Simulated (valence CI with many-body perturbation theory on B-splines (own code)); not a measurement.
**Se³⁺: electric-dipole lines**

Computed by configuration interaction combined with many-body perturbation theory (CI+MBPT): three valence electrons over a frozen Dirac-Fock core [Ar] 3d10, radial functions for each j: 11 s, 11 p, 10 d, 8 f, 5 g, 2 h, with the one-electron correlation potential Σ1, the two-electron term Σ2, the three-electron term Σ3, Breit, model QED; selected CI, second order for the rest, scaled by the run's own slope (own B-spline code, finite nucleus).

Set against measurement, 16 paired levels are off by 170 cm⁻¹ on average, the worst by 676. These come from a selection out of Moore, Atomic Energy Levels, vol. II, NSRDS-NBS 35 (1971 reprint of NBS Circular 467, 1952), an old analysis. Levels without a partner in it may be off by more.

Lines 151 to 200 of 586 in falling wavelength, among levels below 38.513 eV, chosen from the strongest by gf and those to the six lowest levels. Wavelengths and rates use the calculated energies, so an error of 200 cm⁻¹ moves a line at 3072 Å by 0.61 % and its rate by three times that or more. Electric multipoles are in the length gauge, E1 and E2 with the static RPA response of the core. Weak lines are less certain than strong ones. Lines between different terms over intervals too small for the method are left out, as are lines whose strength nearly cancels. Where a level lies close to another of its J and parity, the split of strength between their lines is uncertain. The highest levels of a list are the least certain.

Names give the largest LS component (configuration and term), which can be under half, so a name can repeat, a term be missing and a line seem to break the LS rules; names also repeat where a configuration has a term twice. Letters in brackets count levels of one name in rising energy.

```
λ vac (Å)  λ from measured levels            Upper                 Lower   A (s⁻¹)  log gf  Branch %
     3378                            4s2.7d 2D_3/2        4s2.5f 2F°_5/2  7.11e+06   -1.31       2.4
     3377                          4s.4p.5p 4D_5/2      4s.4p.5s 4P°_5/2  2.28e+07   -0.63       2.5
     3345                          4s.4p.5p 4S_3/2        4s2.6p 2P°_1/2  3.35e+07   -0.65       4.1
     3342                          4s.4p.5p 4P_3/2        4s2.6p 2P°_3/2  2.49e+07   -0.78       3.0
     3341                            4s2.7d 2D_5/2        4s2.5f 2F°_7/2  7.24e+06   -1.14       2.6
     3312                          4s.4p.5p 4D_1/2  4s.4p.4d 2D°_3/2 [a]  1.40e+07   -1.34       1.5
     3296                           4s2.5f 2F°_7/2         4s2.5d 2D_5/2  3.59e+08    0.67       7.4
     3272                           4s2.5f 2F°_5/2         4s2.5d 2D_5/2  2.48e+07   -0.62       0.5
     3259                          4s.4p.5p 2D_3/2        4s2.6p 2P°_1/2  3.40e+07   -0.66       4.1
     3259                          4s.4p.5p 4D_3/2      4s.4p.5s 4P°_3/2  1.08e+08   -0.16      11.4
     3255                           4s2.5f 2F°_5/2         4s2.5d 2D_3/2  3.50e+08    0.52       7.2
     3252                            4s2.6d 2D_3/2      4s.4p.5s 4P°_1/2  6.21e+06   -1.40       0.8
     3251                          4s.4p.5p 4D_1/2      4s.4p.5s 4P°_1/2  1.67e+08   -0.28      17.9
     3219                          4s.4p.5p 2D_5/2  4s.4p.5s 2P°_3/2 [a]  1.38e+08    0.11      17.5
     3185                          4s.4p.5p 4P_5/2  4s.4p.4d 2F°_7/2 [a]  3.00e+06   -1.56       0.4
     3176                          4s.4p.5p 4D_3/2  4s.4p.4d 2D°_5/2 [a]  8.61e+06   -1.28       0.9
     3162                          4s.4p.5p 4P_3/2  4s.4p.5s 2P°_1/2 [a]  1.55e+07   -1.03       1.8
     3119                          4s.4p.5p 4D_3/2      4s.4p.5s 4P°_1/2  9.09e+07   -0.28       9.6
     3098                          4s.4p.5p 4P_3/2      4s.4p.5s 4P°_5/2  4.58e+07   -0.58       5.5
     3088                          4s.4p.5p 4D_7/2      4s.4p.5s 4P°_5/2  2.62e+08    0.48      28.0
     3072                    3061   4s2.5p 2P°_1/2         4s2.5s 2S_1/2  2.56e+08   -0.14      32.4
     3061                          4s.4p.5p 4D_5/2      4s.4p.5s 4P°_3/2  2.24e+08    0.28      24.2
     3051                          4s.4p.5p 2P_3/2      4s.4p.5s 4P°_3/2  1.52e+07   -1.07       1.6
     3004                           4s2.7f 2F°_7/2         4s2.6d 2D_5/2  1.05e+08    0.05      10.8
     3002                           4s2.7f 2F°_5/2         4s2.6d 2D_5/2  7.01e+06   -1.25       0.7
     2995                           4s2.7f 2F°_5/2         4s2.6d 2D_3/2  9.81e+07   -0.10       9.8
     2988                          4s.4p.5p 2P_1/2  4s.4p.4d 2D°_3/2 [a]  7.52e+07   -0.70       7.5
     2977                          4s.4p.5p 2P_3/2  4s.4p.4d 2D°_5/2 [a]  5.16e+07   -0.56       5.3
     2963                    2952   4s2.5p 2P°_3/2         4s2.5s 2S_1/2  2.84e+08    0.17      34.2
     2941                          4s.4p.5p 4P_5/2      4s.4p.5s 4P°_5/2  2.36e+08    0.26      29.9
     2939                          4s.4p.5p 4P_1/2      4s.4p.5s 4P°_3/2  2.26e+08   -0.23      28.5
     2938                          4s.4p.5p 2P_1/2      4s.4p.5s 4P°_1/2  4.65e+07   -0.92       4.6
     2928                          4s.4p.5p 2P_3/2      4s.4p.5s 4P°_1/2  1.14e+08   -0.23      11.7
     2922                          4s.4p.5p 2D_3/2        4s2.6p 2P°_3/2  4.70e+07   -0.62       5.7
     2845                          4s.4p.5p 4S_3/2  4s.4p.5s 2P°_1/2 [a]  5.98e+07   -0.54       7.3
     2830                          4s.4p.5p 4P_3/2      4s.4p.5s 4P°_3/2  9.74e+07   -0.33      11.6
     2824                          4s.4p.5p 4P_1/2      4s.4p.5s 4P°_1/2  1.77e+07   -1.37       2.2
     2793                          4s.4p.5p 4S_3/2      4s.4p.5s 4P°_5/2  1.92e+08   -0.05      23.4
     2783                          4s.4p.5p 2D_3/2  4s.4p.5s 2P°_1/2 [a]  4.77e+07   -0.65       5.7
     2767                          4s.4p.5p 4P_3/2  4s.4p.4d 2D°_5/2 [a]  3.22e+07   -0.83       3.8
     2762                          4s.4p.5p 2D_5/2  4s.4p.4d 2F°_7/2 [a]  1.91e+08    0.12      24.3
     2744                          4s.4p.5p 2D_5/2        4s2.6p 2P°_3/2  1.06e+08   -0.14      13.4
     2737                          4s.4p.5p 4S_3/2  4s.4p.4d 2F°_5/2 [a]  8.18e+07   -0.43      10.0
     2733                          4s.4p.5p 2D_3/2      4s.4p.5s 4P°_5/2  1.31e+08   -0.23      15.8
     2728                    2725   4s2.5p 2P°_1/2         4s2.4d 2D_3/2  2.29e+08   -0.29      28.9
     2723                          4s.4p.5p 4P_3/2      4s.4p.5s 4P°_1/2  5.43e+07   -0.62       6.5
     2712                          4s.4p.5p 2S_1/2  4s.4p.5s 2P°_3/2 [a]  8.97e+07   -0.70       9.8
     2699                          4s.4p.5p 4P_5/2      4s.4p.5s 4P°_3/2  3.11e+07   -0.69       3.9
     2686                          4s.4p.5p 4D_1/2      4s.4p.4d 4P°_1/2  1.56e+07   -1.47       1.7
     2680                          4s.4p.5p 2D_3/2  4s.4p.4d 2F°_5/2 [a]  1.25e+08   -0.27      15.0
```

Q: How does gf follow from A for the line at 3342 Å?

A: gf = 1.4992 × (2J+1)_upper × A / σ², with σ = 29920 cm⁻¹ and 2J+1 = 4: gf = 0.167.
